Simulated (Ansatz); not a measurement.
Ideal-gas functions of BrClF2Si, SMILES `F[Si](F)(Cl)Br` at 298.15 K and 1 bar, from an Ansatz frequency run at PBE0-D4/def2-TZVP.

Molar mass 181.44 g/mol, point group Cs (symmetry number 1), electronic degeneracy 1, moments of inertia 180.472, 398.23, 456.492 u Å². Harmonic wavenumbers (cm⁻¹, unscaled): 144, 189, 256, 263, 307, 454, 624, 912, 991.

Use S(trans) = R[1.5 ln M + 2.5 ln T − 1.1517]; rotational temperatures θ = 24.2544 K / I; S(rot) = R[ln(√π/σ · √(T³/θAθBθC)) + 1.5]; for each mode x = 1.438777 ν̃/T, S = R[x/(eˣ − 1) − ln(1 − e⁻ˣ)] and H = RT x/(eˣ − 1); 1 cm⁻¹ = 0.0119627 kJ/mol; R = 8.31446 J/(mol·K).

Task: By hand: the entropy, in J/(mol·K).

Result: Translation 173.7. Rotation: θ = 0.1344, 0.0609, 0.0531 K, giving 120.5. Vibration, mode by mode: 11.51, 9.36, 7.07, 6.87, 5.77, 3.28, 1.72, 0.56, 0.41, in all 46.5. Electronic 0.0. Sum 340.7 J/(mol·K).

Task: By hand: H − E and G − E in kJ/mol, counted from the electronic energy.

Result: Zero-point energy ½ × 4140 × 0.0119627 = 24.8; thermal vibration 8.1; translation, rotation and pV give 4 RT = 9.9. H − E = 42.8 kJ/mol, and G − E = 42.8 − 298.15 × 340.7/1000 = -58.8 kJ/mol.

Vibration gives 14 % of the entropy, 11.5 J/(mol·K) of it from the mode under 150 cm⁻¹: soft modes count most, and the harmonic formula is weakest for them.
